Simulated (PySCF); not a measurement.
## Which determinant of GeCl lies lowest?

Unrestricted PBE0; Ge aug-pcseg-1, Cl aug-pcseg-1; no relativity (PySCF 2.14). Outer shells of the fragments: Ge 3d10 4s2 4p2; Cl 3s2 3p5.

Followed along the bond (rough minima from three points):

| 2Ms+1 | unpaired | ⟨S²⟩ at the start | R at minimum (Å) | Te (eV) |
| --- | --- | --- | --- | --- |
| 2 | π ↑ | 0.75 | 2.21 | 0.00 |
| 4 | σ ↑, π ↑↑ | 3.75 | none in the scan | ≤ 3.47 |

Solutions found at the starting distance of 2.130 Å, counted from the lowest of them; the search is not exhaustive and high or unbound solutions are not listed, so other states can lie among these:

```
2Ms+1   unpaired   term  E (eV)  ⟨S²⟩  ⟨Lz²⟩  μ (D)
    2        π ↑     ²Π    0.00  0.75   1.01  -1.33
    2        σ ↑    ²Σ⁺    3.06  0.75   0.00   0.13
    4  σ ↑, π ↑↑    ⁴Σ⁻    3.42  3.75   0.00  -0.70
    2  σ ↑, π ↑↓  mixed    4.31  1.76   2.01  -0.20
    2  σ ↓, π ↑↑  mixed    4.45  1.77   0.00   0.12
    4      π ↑↑↑     ⁴Π    5.15  3.76   1.01   3.27
    4  σ ↑↑, π ↑     ⁴Π    6.34  3.75   1.00   0.31
    4  σ ↑, π ↑↑  mixed    7.60  3.76   2.01   2.51
    4  σ ↑, π ↑↑  mixed    7.81  3.76   2.01   2.54
```

A term symbol is given only where ⟨S²⟩ and ⟨Lz²⟩ are close to those of a pure state; real π, δ and φ orbitals otherwise mix terms. A positive dipole means Ge(−)Cl(+).

Spin–orbit coupling is left out. Counting both spins, an empty level lies below a filled one in some of these solutions, because spin and occupation are held.
